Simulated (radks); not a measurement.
Task: These are the eigenvalues of the occupied orbitals of an atom or ion with whole-number occupations (hartree). Method: scalar-relativistic Kohn-Sham, PBE, spin-unpolarised, spherical densities, point nucleus; computed with a radial shooting solver on a logarithmic mesh with Libxc functionals.

| orbital | eigenvalue |
|---|---|
| 1s | -2805.285 |
| 2s | -561.2935 |
| 2p | -500.3655 |
| 3s | -193.9988 |
| 3p | -175.9982 |
| 3d | -156.7144 |
| 4s | -95.50633 |

Which element is it, and in what charge state? The configuration may be excited.

Result: Z = 76, osmium, charge +47: Os47+ in [Ar] 3d10 4s1. The list shows which subshells hold electrons but not how many an open one holds; the 1s level, -2805.3 hartree, gives Z - s = 74.9 by -(Z - s)^2/2, which with screening and relativity narrows Z to a few neighbours, and the depths of the outer levels then fix element, charge and occupations together.
